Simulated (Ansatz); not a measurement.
A nudged elastic band was laid between two geometries of BClH$_{5}$NOSi (10 atoms, charge 0, multiplicity 1).

Computed with RKS r2SCANh-D4/def2-SVP in Ansatz 0.2.0.

```json
{
 "movable images": "9",
 "climbing image": "yes",
 "spring": "5.0 eV/Å²",
 "optimiser": "quadratic models (default)",
 "start path": "IDPP",
 "force threshold": "0.05 eV/Å",
 "iteration limit": "40",
 "end points": "relaxed"
}
```

Image 0:

```xyz
10
Properties=species:S:1:pos:R:3
N -0.675 1.395 1.517
B -0.300 0.214 0.878
O 0.329 0.288 -0.349
Si 0.759 -0.900 -1.409
Cl -0.877 -1.453 -2.544
H -1.133 1.411 2.415
H -0.516 2.306 1.106
H -0.521 -0.857 1.400
H 1.784 -0.344 -2.320
H 1.234 -2.109 -0.692
```

Image 10:

```xyz
10
Properties=species:S:1:pos:R:3
N -0.638 1.495 1.437
B -0.071 0.904 0.308
O 0.074 -0.468 0.274
Si 0.562 -1.480 -0.932
Cl -1.059 -2.011 -2.098
H -0.769 2.491 1.528
H -0.961 0.952 2.226
H 0.295 1.591 -0.620
H 1.553 -0.816 -1.814
H 1.096 -2.709 -0.305
```

What changes between the two ends?

No bond is made or broken. The dihedral B2–O3–Si4–Cl5 goes from 81 to -87°.

Give the energies along the band, and the barrier.

It converged. The highest image is number 5 of 0 to 10, 0.3 kcal/mol above the ends, which have the same energy within 2 meV. A vibrational analysis at the climbing image gives no mode beyond 40i cm⁻¹: the surface is too flat there to confirm a saddle point.

```
image  path coordinate (Å)  energy (kcal/mol)  dihedral B2–O3–Si4–Cl5 (°)
    0                 0.00                0.0                          81
    1                 0.54                0.0                          68
    2                 1.07                0.1                          55
    3                 1.61                0.2                          40
    4                 2.14                0.3                          20
    5                 2.68                0.3                          -3
    6                 3.22                0.3                         -27
    7                 3.76                0.2                         -45
    8                 4.30                0.1                         -59
    9                 4.84                0.0                         -72
   10                 5.38                0.0                         -87
```

What is the geometry of the highest image?


```xyz
10
Properties=species:S:1:pos:R:3:forces:R:3
N -0.569 1.472 1.503 0.01 0.01 0.01
B -0.658 0.390 0.626 -0.01 -0.01 -0.02
O 0.447 0.054 -0.125 0.01 -0.02 0.00
Si 0.910 -1.035 -1.264 -0.01 0.04 -0.01
Cl -0.602 -2.383 -1.673 0.00 -0.01 0.01
H -1.338 1.771 2.081 0.00 0.00 0.00
H 0.276 2.018 1.609 0.00 0.00 0.00
H -1.689 -0.233 0.531 0.00 0.00 0.00
H 1.223 -0.318 -2.522 0.01 0.00 0.00
H 2.081 -1.789 -0.762 -0.01 -0.01 0.00
```

The band took 8 iterations and of the order of 10 core-minutes.

The run took 5.3 min on 2 threads of Arm Neoverse V1, on a shared host, peak memory 0.24 GiB.
